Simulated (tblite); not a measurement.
Compound: C₄H₁₂O₃Si₂.
SMILES with atom numbers: `[CH3:1][O:2][CH2:3][SiH2:4][SiH2:5][C:6](=[O:7])[O:8][CH3:9]` (hydrogens: H10, H11, H12 on C1; H13, H14 on C3; H15, H16 on Si4; H17, H18 on Si5; H19, H20, H21 on C9)

The geometry is computed with GFN2-xTB (gas phase).

Give the optimised bond lengths and angles.

| bond | length (pm) | order |
| --- | --- | --- |
| C1–O2 | 140.1 | single |
| O2–C3 | 142.1 | single |
| C3–Si4 | 191.3 | single |
| Si4–Si5 | 231.6 | single |
| Si5–C6 | 191.7 | single |
| C6=O7 | 120.9 | double |
| C6–O8 | 133.6 | single |
| O8–C9 | 142.3 | single |
| C1–H10, C1–H11, C1–H12 | 109.5 | single |
| C3–H13, C3–H14 | 109.7 | single |
| Si4–H15, Si4–H16 | 147.0 | single |
| Si5–H17 | 147.4 | single |
| Si5–H18 | 146.4 | single |
| C9–H19, C9–H20, C9–H21 | 109.0 | single |

Bonds in one row agree within 1 pm and their mean is given. Orders are formal, as drawn. A selection of angles:
| angle | degrees |
| --- | --- |
| C1–O2–C3 | 114.1 |
| O2–C3–Si4 | 102.1 |
| C3–Si4–Si5 | 99.4 |
| Si4–Si5–C6 | 106.5 |
| Si5–C6–O7 | 125.5 |
| Si5–C6–O8 | 111.4 |
| O7–C6–O8 | 123.1 |
| C6–O8–C9 | 117.1 |

Torsions: C1–O2–C3–Si4 171° (antiperiplanar); O2–C3–Si4–Si5 -32° (synclinal); C3–Si4–Si5–C6 -34° (synclinal); Si4–Si5–C6–O7 -39° (synclinal); Si5–C6–O8–C9 -179° (antiperiplanar). The mirror-image conformer, all signs reversed, is as good.

Of the pairs four or more bonds apart, O2···C6 is among the closest relative to their van der Waals radii: 2.85 Å, 89 % of the sum of Bondi's values. Si5 (SiH2 silicon) is distorted tetrahedral (angles from 105.2° to 118.2°). Si4 (SiH2 silicon) is distorted tetrahedral (angles from 99.4° to 120.1°). The C–O distances run from 1.209 Å (C6=O7, drawn double) to 1.423 Å (O8–C9, drawn single), a spread of 0.214 Å.

Point group: C1 (no symmetry element, even within 0.4 Å). Its lowest GFN2-xTB frequency is 18i cm⁻¹, too small to tell a flat minimum from a shallow saddle. The numbers are those of one conformer. 3 starts were optimised and ended at 0.00, 2.36 and 4.04 kcal/mol (GFN2-xTB); the lowest of these is shown.

Hardware: one thread of an Arm Neoverse N1, shared host with 64 logical CPUs at a one-minute load of 58. Cost: 2.7 s wall. These figures are those of the optimisation.
